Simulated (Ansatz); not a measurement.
`Cl[SiH2][S][GeH2][Cl]` and `Cl[SiH2][S][GeH3]` differ in one atom or group.

Ansatz, PBE0-D4/def2-TZVP geometries, multiplicity 1. Each molecule was computed in one conformer, which needn't be the lowest.

Scalar relativity is left out up to krypton.

```
                                          property  `Cl[SiH2][S][GeH2][Cl]`
                HOMO energy (PBE0/def2-TZVPP) / eV                    -8.00
                 LUMO energy (PBE/def2-TZVPP) / eV                    -1.72
             LUMO energy (ωB97M-V/def2-TZVPP) / eV                     1.15
  size of the dipole moment (B3LYP/def2-TZVPP) / D                     1.04
size of the dipole moment (ωB97M-V/def2-TZVPP) / D                     1.06
              HOMO–LUMO gap (PBE0/def2-TZVPP) / eV                     7.21
```

Problem. What does the change do to each property? (Best estimate.)

Solution. Computed: 
```
                                          property  `Cl[SiH2][S][GeH3]`  shift
                HOMO energy (PBE0/def2-TZVPP) / eV                -7.59   0.41
                 LUMO energy (PBE/def2-TZVPP) / eV                -1.32   0.40
             LUMO energy (ωB97M-V/def2-TZVPP) / eV                 1.43   0.28
  size of the dipole moment (B3LYP/def2-TZVPP) / D                 2.30   1.26
size of the dipole moment (ωB97M-V/def2-TZVPP) / D                 2.33   1.27
              HOMO–LUMO gap (PBE0/def2-TZVPP) / eV                 7.18  -0.03
```

Dipoles are sizes alone; their direction can turn.

B3LYP here is the variant with VWN-RPA as its local correlation; programs differ in this.
